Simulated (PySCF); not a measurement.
FIn, charge -1, doublet, geometry from GFN2-xTB (such geometries of metal compounds can be far from the true shape) (a state made from the parent by changing its charge; the spin is typed, not shown lowest) (core potentials on In) (in this run its highest filled SCF level lies above zero, so its values depend strongly on the basis, on diffuse functions most of all); PBE0/def2-TZVP run with PySCF.

The PySCF input:
```python
from pyscf import gto, scf, dft

mol = gto.Mole()
mol.atom = '''
    In   -0.00000000   -0.00000000   -0.35901414
    F     0.00000000    0.00000000    1.95463254
'''
mol.basis = 'def2-tzvp'
mol.ecp = {'In': 'def2-tzvp'}
mol.charge = -1
mol.spin = 1
mol.verbose = 4
mol.build()

mf = dft.UKS(mol)
mf.xc = 'pbe0'
mf.kernel()
```

What the program printed (banner, timings and long lists left out):

```
PySCF version 2.14.0

[INPUT] verbose = 4
[INPUT] num. atoms = 2
[INPUT] num. electrons = 31
[INPUT] charge = -1
[INPUT] spin (= nelec alpha-beta = 2S) = 1
[INPUT] symmetry False subgroup None
[INPUT] Mole.unit = angstrom
[INPUT] Symbol           X                Y                Z      unit          X                Y                Z       unit  Magmom
[INPUT]  1 In     0.000000000000   0.000000000000  -0.359014140000 AA    0.000000000000   0.000000000000  -0.678438399446 Bohr   0.0
[INPUT]  2 F      0.000000000000   0.000000000000   1.954632540000 AA    0.000000000000   0.000000000000   3.693720174763 Bohr   0.0

nuclear repulsion = 43.2280752841138
number of shells = 27
number of NR pGTOs = 137
number of NR cGTOs = 81
basis = def2-tzvp
ecp = {'In': 'def2-tzvp'}

******** <class 'pyscf.dft.uks.UKS'> ********
method = UKS
initial guess = minao
damping factor = 0
level_shift factor = 0
DIIS = <class 'pyscf.scf.diis.CDIIS'>
diis_start_cycle = 1
diis_space = 8
diis_damp = 0
SCF conv_tol = 1e-09
SCF conv_tol_grad = None
SCF max_cycles = 50
direct_scf = True
direct_scf_tol = 1e-13
number electrons alpha = 16  beta = 15
XC library pyscf.dft.libxc version 7.1.2
    S. Lehtola, C. Steigemann, M. J. T. Oliveira, and M. A. L. Marques,  SoftwareX 7, 1–5 (2018)
XC functionals = pbe0
    C. Adamo and V. Barone,  J. Chem. Phys. 110, 6158 (1999)
    M. Ernzerhof and G. E. Scuseria,  J. Chem. Phys. 110, 5029 (1999)
radial grids:
    Treutler-Ahlrichs [JCP 102, 346 (1995); DOI:10.1063/1.469408] (M4) radial grids

becke partition: Becke, JCP 88, 2547 (1988); DOI:10.1063/1.454033
pruning grids: <function nwchem_prune>
grids dens level: 3
symmetrized grids: False
atomic radii adjust function: <function treutler_atomic_radii_adjust>
small_rho_cutoff = 0
Set gradient conv threshold to 3.16228e-05
tot grids = 36136
init E= -257.098092734598

cycle= 1 E= -289.234352237505  delta_E= -32.1  |g|= 1.35  |ddm|=   31
cycle= 2 E= -288.347035666523  delta_E= 0.887  |g|= 2.25  |ddm|= 6.15
cycle= 3 E= -289.899342337495  delta_E= -1.55  |g|= 0.485  |ddm|= 2.33
cycle= 4 E= -289.971590740034  delta_E= -0.0722  |g|= 0.185  |ddm|= 0.46
cycle= 5 E= -289.980812148039  delta_E= -0.00922  |g|= 0.0364  |ddm|= 0.132
cycle= 6 E= -289.981328241644  delta_E= -0.000516  |g|= 0.0103  |ddm|= 0.0356
cycle= 7 E= -289.981365913235  delta_E= -3.77e-05  |g|= 0.00143  |ddm|= 0.013
cycle= 8 E= -289.981366999526  delta_E= -1.09e-06  |g|= 0.000233  |ddm|= 0.00394
cycle= 9 E= -289.981367061912  delta_E= -6.24e-08  |g|= 5.59e-05  |ddm|= 0.000983
cycle= 10 E= -289.981367067521  delta_E= -5.61e-09  |g|= 1.81e-05  |ddm|= 0.000305
cycle= 11 E= -289.981367068166  delta_E= -6.45e-10  |g|= 4.4e-06  |ddm|= 8.73e-05
Extra cycle  E= -289.981367068194  delta_E= -2.77e-11  |g|= 3.63e-06  |ddm|= 1.78e-05
converged SCF energy = -289.981367068194  <S^2> = 0.75323727  2S+1 = 2.0032347
```
